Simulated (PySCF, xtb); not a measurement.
C4H7ClSi, SMILES C[SiH2]C=C=CCl.

GFN2-xTB in xtb at its own geometry gives an orbital gap of 3.72 eV and a dipole moment of 2.23 D.

The structure is a stationary point at B3LYP-D3(BJ)/def2-SVP. The structure was generated by enumeration; whether it is a known compound was not checked. One conformer was computed; it need not be the lowest.

Q: What does HF/def2-TZVP in PySCF give? (Estimate from the structure and the level; the computed values follow.)

A: gap 12.37 eV (levels -9.72 and 2.65 eV), dipole 1.85 D.
